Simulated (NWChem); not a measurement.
Polarisability of stibine (H3Sb)

```
Sb
H 1 1.7236
H 1 1.7236 2 91.18
H 1 1.7237 2 91.18 3 -91.21
```
Charge 0, spin multiplicity 1.

The numbers come from NWChem runs, not from measurements. The geometry was optimised at B3LYP/def2-SVP with def2 effective core potentials on Sb, a minimum by its harmonic frequencies.

Basis set: def2-SVPD. Static limit.

```
method                isotropic polarisability (bohr³)  difference from CCSD linear response
--------------------  --------------------------------  ------------------------------------
HF                                               46.02                                 -0.96
LDA (SVWN5)                                      48.35                                 +1.37
PBE                                              47.61                                 +0.63
B3LYP                                            46.97                                 -0.01
CCSD linear response                             46.98                                  0.00
```

The values span 2.33 bohr³, from HF (lowest) to LDA (SVWN5) (highest). 

Effective core potentials replace the inner electrons of Sb; spin-orbit coupling is left out. The correlated methods keep 4 core orbitals frozen. B3LYP has NWChem's definition, with VWN1-RPA local correlation. No row is a measurement; the coupled-cluster row has its own basis-set and correlation limits.
